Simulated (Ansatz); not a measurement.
Program: Ansatz 0.2.0.

A structure relaxed at PBE0-D4/def2-TZVP, charge 0, multiplicity 1:

```
atom    x (Å)    y (Å)    z (Å)
  N1   0.6166   0.9826   0.8700
  C2  -0.4137   0.3355   0.1338
  B3  -0.2343  -0.2457  -1.2991
  N4  -0.3079  -1.0900  -0.2528
  H5   1.5347   0.8338   0.4753
  H6   0.6317   0.7193   1.8473
  H7  -1.3987   0.6308   0.4938
  H8  -0.0808  -0.1823  -2.4726
  H9  -0.3476  -1.9840   0.2044
```

(1) Give its formula and SMILES.

(2) Summarise the bond lengths by kind.

Results:

(1) CH5BN2, `NC1BN1`.

(2) 2 × C–N 1.422 to 1.481 Å; 3 × H–N 1.005 to 1.012 Å; 1 × B–C 1.557 Å; 1 × C–H 1.089 Å; 1 × B–N 1.346 Å; 1 × B–H 1.185 Å.
